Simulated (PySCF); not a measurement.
Isomers of C4H7NOSi.

All values: CAM-B3LYP/def2-SVPD (PySCF) at GFN2-xTB geometries, gas phase, one conformer each. Core orbitals are frozen in the response; Δα² is half the sum of the squared differences of the principal polarisabilities.

(1) Rank by mean static polarisability, highest first.
A. `[N:1]#[C:2][SiH2:3][O:4][CH:5]1[CH2:6][CH2:7]1` with C2–Si3–O4–C5 55°, Si3–O4–C5–C6 -53°
B. `[CH2:1]=[C:2]([SiH3:3])[O:4][CH2:5][C:6]#[N:7]` with C1–C2–O4–C5 0°, C2–O4–C5–C6 180°
C. `[CH3:1][SiH2:2][c:3]1[cH:4][n:5][o:6][cH:7]1` with C1–Si2–C3–C4 48°
D. `Cc1cnoc1[SiH3]`
E. `[CH:1]#[C:2]/[CH:3]=[N:4]/[SiH2:5][O:6][CH3:7]` with C3–N4–Si5–O6 -127°, N4–Si5–O6–C7 -51°
F. `[N:1]#[C:2][C@@H:3]1[O:4][CH2:5][CH2:6][SiH2:7]1` with C2–C3–O4–C5 -78°, C3–O4–C5–C6 -52°, O4–C5–C6–Si7 34°, C5–C6–Si7–C3 -8°

(2) Rank by polarisability anisotropy Δα, lowest first.
A. `[CH:1]#[C:2]/[CH:3]=[N:4]/[SiH2:5][O:6][CH3:7]` with C3–N4–Si5–O6 -127°, N4–Si5–O6–C7 -51°
B. `C[Si@@H]1OC[C@H]1C#N`
C. `[CH2:1]=[CH:2][CH2:3][O:4][SiH2:5][C:6]#[N:7]` with C1–C2–C3–O4 -1°, C2–C3–O4–Si5 157°, C3–O4–Si5–C6 62°
D. `n1oc(c(c1)C)[SiH3]`
E. `C[Si@@H]1OC[C@@H]1C#N`
F. `[N:1]#[C:2][C@@H:3]1[O:4][CH2:5][CH2:6][SiH2:7]1` with C2–C3–O4–C5 -78°, C3–O4–C5–C6 -52°, O4–C5–C6–Si7 34°, C5–C6–Si7–C3 -8°

(3) Rank by HOMO–LUMO gap, lowest first.
A. `[CH2:1]=[C:2]([SiH3:3])[O:4][CH2:5][C:6]#[N:7]` with C1–C2–O4–C5 0°, C2–O4–C5–C6 180°
B. `[CH:1]#[C:2]/[CH:3]=[N:4]/[SiH2:5][O:6][CH3:7]` with C3–N4–Si5–O6 -127°, N4–Si5–O6–C7 -51°
C. `Cc1cnoc1[SiH3]`
D. `[N:1]#[C:2][SiH2:3][O:4][CH:5]1[CH2:6][CH2:7]1` with C2–Si3–O4–C5 55°, Si3–O4–C5–C6 -53°
E. `[CH2:1]=[CH:2][CH2:3][O:4][SiH2:5][C:6]#[N:7]` with C1–C2–C3–O4 -1°, C2–C3–O4–Si5 157°, C3–O4–Si5–C6 62°
F. `C[Si@@H]1OC[C@H]1C#N`

Results:

(1) E (12.80 Å³), B (12.33 Å³), D (11.99 Å³), C (11.74 Å³), F (11.36 Å³), A (10.85 Å³).

(2) F (2.47 Å³), E (2.90 Å³), B (3.89 Å³), C (4.42 Å³), D (5.18 Å³), A (8.01 Å³).

(3) B (8.05 eV), C (9.01 eV), E (9.21 eV), D (9.42 eV), A (9.65 eV), F (10.20 eV).

All values together:

| SMILES | μ (D) | HOMO (eV) | LUMO (eV) | α (Å³) | Δα (Å³) |
| --- | --- | --- | --- | --- | --- |
| C=CCO[SiH2]C#N | 3.41 | -9.17 | 0.05 | 11.58 | 4.42 |
| C[Si@@H]1OC[C@@H]1C#N | 3.44 | -9.66 | 0.55 | 11.07 | 2.90 |
| Nc1coc([SiH3])c1 | 2.07 | -7.15 | 0.93 | 12.58 | 6.82 |
| N#C[C@@H]1OCC[SiH2]1 | 4.19 | -9.51 | 0.72 | 11.36 | 2.47 |
| C[SiH2]c1cnoc1 | 3.10 | -9.10 | 0.48 | 11.74 | 4.23 |
| C[Si@@H]1OC[C@H]1C#N | 4.40 | -9.63 | 0.57 | 11.18 | 3.89 |
| Cc1cnoc1[SiH3] | 3.36 | -8.71 | 0.31 | 11.99 | 5.18 |
| N#C[SiH2]OC1CC1 | 3.28 | -9.27 | 0.15 | 10.85 | 2.01 |
| C#C/C=N/[SiH2]OC | 1.61 | -8.83 | -0.78 | 12.80 | 8.01 |
| CO[SiH2]/C=C\C#N | 3.80 | -9.60 | -0.76 | 11.97 | 6.09 |
| C=C([SiH3])OCC#N | 4.01 | -8.88 | 0.76 | 12.33 | 5.01 |
| C#C/C=N\[SiH2]OC | 1.50 | -8.82 | -0.79 | 12.43 | 6.94 |

Conformers: `[CH2:1]=[CH:2][CH2:3][O:4][SiH2:5][C:6]#[N:7]` with C1–C2–C3–O4 -1°, C2–C3–O4–Si5 157°, C3–O4–Si5–C6 62°; `[N:1]#[C:2][C@@H:3]1[O:4][CH2:5][CH2:6][SiH2:7]1` with C2–C3–O4–C5 -78°, C3–O4–C5–C6 -52°, O4–C5–C6–Si7 34°, C5–C6–Si7–C3 -8°; `[CH3:1][SiH2:2][c:3]1[cH:4][n:5][o:6][cH:7]1` with C1–Si2–C3–C4 48°; `[N:1]#[C:2][SiH2:3][O:4][CH:5]1[CH2:6][CH2:7]1` with C2–Si3–O4–C5 55°, Si3–O4–C5–C6 -53°; `[CH:1]#[C:2]/[CH:3]=[N:4]/[SiH2:5][O:6][CH3:7]` with C3–N4–Si5–O6 -127°, N4–Si5–O6–C7 -51°; `[CH3:1][O:2][SiH2:3]/[CH:4]=[CH:5]\[C:6]#[N:7]` with C1–O2–Si3–C4 180°, O2–Si3–C4–C5 180°; `[CH2:1]=[C:2]([SiH3:3])[O:4][CH2:5][C:6]#[N:7]` with C1–C2–O4–C5 0°, C2–O4–C5–C6 180°; `[CH:1]#[C:2]/[CH:3]=[N:4]\[SiH2:5][O:6][CH3:7]` with C3–N4–Si5–O6 129°, N4–Si5–O6–C7 53°.
